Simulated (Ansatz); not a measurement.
System: ethynylsilane, C2H4Si (charge 0, singlet). 
Coordinates optimised at B3LYP-D3(BJ)/def2-TZVP (Ansatz, a first-principles code):
SMILES: [SiH3]C#C
```xyz
7

C      1.2099     1.5570    -0.0201
C      0.4703     0.6052    -0.0078
Si    -0.6496    -0.8359     0.0108
H      1.8627     2.3970    -0.0310
H     -0.0274    -1.9295     0.7873
H     -0.8900    -1.2872    -1.3765
H     -1.9327    -0.4509     0.6366
```

Total electronic energies in hartree. Valence correlation only, unless marked. No spin-orbit coupling. Non-relativistic. CBS(X,Y): correlation extrapolated as X^-3; Hartree-Fock from the larger set (for Q and 5 zeta extrapolated as (X+1)exp(-9√X)).

```csv
level,program,energy (Eh)
HF/aug-cc-pV(D+d)Z,Ansatz,-366.94768
HF/cc-pV(D+d)Z,Ansatz,-366.94427
RI-HF/cc-pV(T+d)Z,Ansatz,-366.97991
B3LYP-D4/def2-TZVPD,Ansatz + dftd4,-368.11180
PBE0/def2-SVP,Ansatz,-367.65893
PBE0/def2-TZVPD,Ansatz,-367.84888
BHLYP-D4/def2-TZVPD,Ansatz + dftd4,-368.03403
BHLYP/def2-TZVPD,Ansatz,-368.02914
r2SCANh/def2-TZVPD,Ansatz,-367.99053
r2SCAN0-D4/def2-TZVPD,Ansatz + dftd4,-367.98360
CAM-B3LYP-D4/def2-TZVPD,Ansatz + dftd4,-368.03960
LC-wPBE-D3(BJ)/def2-TZVPD,Ansatz + dftd3,-367.92349
wB97X-V/def2-TZVPD,Ansatz,-368.00418
MP2/cc-pV(D+d)Z,Ansatz,-367.29707
SCS-MP2/6-31G*,Ansatz,-367.23961
SCS-MP2/cc-pV(D+d)Z,Ansatz,-367.30078
SCS-MP2/cc-pV(Q+d)Z,Ansatz,-367.45686
SCS-MP2/cc-pV(5+d)Z,Ansatz,-367.47081
"CCSD/CBS(aug-cc-pV(T+d)Z,aug-cc-pV(Q+d)Z)",Ansatz,-367.4863
CCSD(T)/cc-pV(Q+d)Z,Ansatz,-367.49348
CCSD(T)/cc-pV(5+d)Z,Ansatz,-367.50276
"CCSD(T)/CBS(aug-cc-pV(T+d)Z,aug-cc-pV(Q+d)Z)",Ansatz,-367.5110
"CCSD(T)/CBS(cc-pV(Q+d)Z,cc-pV(5+d)Z)",Ansatz,-367.5110
```

Totals of different functionals don't rank their quality; only differences between species are comparable.
